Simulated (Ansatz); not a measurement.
The inner images of a band of C3H3BClF (9 atoms, charge 0, multiplicity 1) are given out of order.

These are results of Ansatz 0.2.0, RKS revPBE-D4/def2-SVP, not measurements.

Image 0:

```xyz
9
Properties=species:S:1:pos:R:3
C 2.103 -0.423 0.846
C 0.906 -0.376 0.588
C -0.497 -0.256 0.283
Cl -1.091 -1.609 -0.887
B -0.951 0.845 -0.775
F -2.155 1.409 -0.630
H 3.157 -0.477 1.079
H -1.145 -0.342 1.177
H -0.239 1.182 -1.697
```

Image 6:

```xyz
9
Properties=species:S:1:pos:R:3
C 2.092 -0.387 0.867
C 0.898 -0.366 0.595
C -0.504 -0.281 0.280
Cl -1.042 -1.588 -0.976
B -1.016 0.837 -0.732
F -0.147 1.418 -1.561
H 3.147 -0.405 1.107
H -1.157 -0.452 1.157
H -2.182 1.179 -0.756
```

Put them in order from the first end to the last, with their energies above the first end.
A.
```xyz
9
Properties=species:S:1:pos:R:3
C 2.050 -0.351 0.889
C 0.862 -0.372 0.593
C -0.530 -0.349 0.200
Cl -0.926 -1.758 -0.958
B -0.996 0.865 -0.732
F -0.115 1.791 -1.101
H 3.099 -0.341 1.149
H -1.212 -0.489 1.065
H -2.143 0.956 -1.122
```
B.
```xyz
9
Properties=species:S:1:pos:R:3
C 1.964 -0.256 0.864
C 0.792 -0.400 0.533
C -0.596 -0.471 0.108
Cl -0.949 -1.960 -0.900
B -0.873 0.853 -0.748
F -1.127 1.978 -0.078
H 2.994 -0.151 1.175
H -1.268 -0.525 0.991
H -0.848 0.886 -1.962
```
C.
```xyz
9
Properties=species:S:1:pos:R:3
C 2.024 -0.325 0.841
C 0.838 -0.413 0.542
C -0.563 -0.402 0.180
Cl -1.054 -1.834 -0.884
B -0.890 0.858 -0.748
F -1.721 1.794 -0.289
H 3.068 -0.261 1.115
H -1.214 -0.457 1.076
H -0.399 0.994 -1.850
```
D.
```xyz
9
Properties=species:S:1:pos:R:3
C 1.975 -0.264 0.970
C 0.825 -0.376 0.564
C -0.530 -0.455 0.046
Cl -0.779 -1.949 -0.992
B -0.944 0.859 -0.772
F -0.699 2.038 -0.205
H 2.988 -0.176 1.336
H -1.252 -0.557 0.890
H -1.496 0.834 -1.854
```
E.
```xyz
9
Properties=species:S:1:pos:R:3
C 2.012 -0.307 0.940
C 0.847 -0.379 0.570
C -0.521 -0.416 0.089
Cl -0.825 -1.890 -0.979
B -0.978 0.869 -0.752
F -0.333 2.019 -0.578
H 3.040 -0.254 1.269
H -1.232 -0.526 0.941
H -1.921 0.837 -1.517
```

C (+1.3 kcal/mol), B (+2.2 kcal/mol), D (+3.3 kcal/mol), E (+2.9 kcal/mol), A (+1.5 kcal/mol).

The run took 77 s on 2 threads of Arm Neoverse V2, on a shared host, peak memory 0.14 GiB.
